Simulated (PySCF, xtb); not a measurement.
Ge(F)(Cl)2(Me) (CH3Cl2FGe), SMILES [F][Ge]([Cl])([Cl])[CH3].

GFN2-xTB in xtb at its own geometry gives an orbital gap of 5.91 eV and a dipole moment of 3.41 D.

The structure is a stationary point at B3LYP-D3(BJ)/def2-SVP. This is a generated structure with no PubChem entry under its InChIKey; it may be hypothetical.

Problem. What does PySCF with ωB97X/def2-TZVP give? (An estimate is asked for; the answer gives what the named calculation found.)

Solution. gap 12.95 eV (levels -11.82 and 1.12 eV), dipole 3.04 D.
